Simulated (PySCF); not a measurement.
# Ionisation energy along the 8-electron series

Calculated with PySCF 2.14 and a two-component X2C-1e Hamiltonian (Gaussian nucleus, no Breit or QED terms), each ion in its own even-tempered basis scaled to its charge; GMP2 freezes nothing and drops the highest virtual spinors. Values in eV. NIST values: (m) measured, (s) semi-empirical, (t) theoretical.

```tsv
ion	configuration	GHF (spin-free)	GMP2 (spin-free)	GHF (screened spin-orbit)	GMP2 (screened spin-orbit)	NIST
Dy⁵⁸⁺	[He] 2s2 2p4	12912.1	12913.8	12700.4	12700.4	12690 ± 6 (t)
Ho⁵⁹⁺	[He] 2s2 2p4	13354.2	13356.0	13126.3	13126.4	13116 ± 7 (t)
Er⁶⁰⁺	[He] 2s2 2p4	13804.5	13806.3	13559.5	13559.6	13548 ± 10 (t)
```

Between Z = 66 and Z = 68 the GMP2 (screened spin-orbit) value grows as Z to the power 2.19.
